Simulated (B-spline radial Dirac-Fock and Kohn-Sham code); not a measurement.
**Ionisation of each subshell: Cl¹¹⁺**

System: Cl¹¹⁺, 1s2 2s2 2p2; nuclear rms radius 3.3654 fm (A = 35).

Input of the calculation (task.json; shells as n, l, electrons):

```json
{"items": [{
  "Z": 17,
  "q": 11,
  "cfg": [[1, 0, 2], [2, 0, 2], [2, 1, 2]],
  "A": 35,
  "rrms": 3.3654,
  "do": ["binding"]
}]}
```

Run with: `python xray_run.py task.json out`

Method: Dirac-Fock energy differences between relaxed states, corrected for Breit and QED terms. Computed with a radial finite-basis atomic code. The model has no electron correlation. Energies are counted from the vacuum level.

All terms are in eV, carry their sign (relaxation lowers the binding energy) and add up to the binding energy; ⟨r⟩ is the mean radius of the orbital in the initial state.

```
 subshell  −ε (Koopmans)  relaxation  Breit  self-energy  vacuum polarisation  binding energy  ⟨r⟩ (bohr)
   K (1s)         3311.6       -9.71  -1.88        -0.89                 0.06          3299.2       0.090
  L1 (2s)          628.2       -0.91  -0.14        -0.09                 0.01           627.0       0.402
L2,3 (2p)          589.4       -1.14  -0.16         0.01                 0.00           588.1       0.352
```

For the deepest level, K (1s), the Breit terms make up -0.057 % of the binding energy, QED -0.025 % and orbital relaxation -0.294 %.

Going to the tabulated ground configuration of the next ion removes an electron from L2,3 (2p), computed at 588.1 eV. NIST lists 591.58 ± 0.19 eV as the ionisation energy of this species (semi-empirical), +3.45 eV from the computed value. Where a p, d or f shell is open in either ion the computed value averages over both j values and all terms, while the table refers to the lowest levels; that difference holds spin-orbit splitting (largest in heavy or highly charged ions), term energies where several electrons share open shells, and correlation, and it can reach 10 % or more.
